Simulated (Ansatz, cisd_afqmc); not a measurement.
Species: Te, charge 0, triplet.

Total energies in def2-TZVPPD, 6 correlated electrons, 9 frozen orbitals. Open shells are spin-unrestricted; no spin-orbit coupling. Correlated methods leave the cores frozen (noble-gas shells, and filled d and f shells in the p block). Past Kr the def2 sets carry scalar-relativistic core potentials. The Monte Carlo rows (phaseless AFQMC, CISD trial, step 0.005/hartree) carry one-sigma bars that omit the constraint's bias. Outlying blocks are dropped, and bars are widened where a walk drifts. Over all cases where full CI ran beside it in this data, AFQMC minus full CI had a median of +0.1 mEh and passed +0.4 mEh in a tenth of the cases. Spin-orbit terms, left out, reach several kcal/mol for Br and I, and more for heavier atoms.

```tsv
method	program	energy (Eh)	minus CCSDTQ (mEh)
HF	Ansatz	-267.00565	106.09
MP2	Ansatz	-267.09058	21.16
CCSD	Ansatz	-267.10786	3.88
CCSD(T)	Ansatz	-267.11106	0.68
CCSDT(Q)	Ansatz	-267.11173	0.01
CCSDTQ	Ansatz	-267.11174	0.00
AFQMC/CISD	cisd_afqmc	-267.1116 ± 0.0002	0.2 ± 0.2
```

Ansatz is a program for electronic structure.
